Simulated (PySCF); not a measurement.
## Simulated absorption spectrum

Compound: C5H4FNSi2.
Atom-mapped SMILES: `[CH:1]#[C:2][Si@:3]1([F:4])[CH:5]=[C:6]([C:7]#[N:8])[SiH2:9]1` (hydrogens: H10 on C1; H11 on C5; H12, H13 on Si9)

The calculation used TDDFT CAM-B3LYP/def2-SVPD, vertical, gas phase, core orbitals frozen in the response in PySCF 2.14.0, density-fitted response routines. Geometry: GFN2-xTB; no solvent, vibrations or thermal averaging.

Broadening: Gaussians 0.3 eV wide at half height, area fixed by f = 4.319×10⁻⁹ ∫ε dν̃. The width is an assumption, not a result. The curve ends short of the highest state used, and states not computed would add to its high-energy end.

(λ (nm), ε (L mol⁻¹ cm⁻¹)): (203.4, 8172), (206.2, 7592), (209.0, 6638), (211.8, 7613), (214.6, 10240), (217.5, 11809), (220.3, 10252), (223.1, 6720), (225.9, 3476), (228.8, 1554), (231.6, 788), (234.4, 483), (237.2, 314), (240.1, 197), (242.9, 129), (245.7, 89), (248.5, 61), (251.3, 39), (254.2, 21), (257.0, 10), (259.8, 4), (262.6, 2), (265.5, 0), (268.3, 0)

(1) Locate the maxima and give the states behind the curve.

(2) On this curve, what absorbance would a 10⁻⁵ mol/L sample give at 222 nm over a 1 cm path?

Answers

(1) 218 nm (5.70 eV), ε about 12000, made up of S3 (96%); 204 nm (6.08 eV), ε about 8200, made up of S5 (52%) and S6 (41%) (ε in L mol⁻¹ cm⁻¹; maxima over ε = 5, shares over 10%). The states used: S1 5.07 eV (f 0.0007); S2 5.35 eV (f 0.0049); S3 5.69 eV (f 0.127); S4 5.90 eV (f 0.015); S5 6.07 eV (f 0.047); S6 6.13 eV (f 0.041); S7 6.56 eV (f 0.033); S8 6.70 eV (f 0.048).

(2) 222 nm is 5.585 eV, where ε is about 8200 L mol⁻¹ cm⁻¹, so A = ε c l ≈ 0.082 (Beer–Lambert, with the gas-phase spectrum and the assumed width).
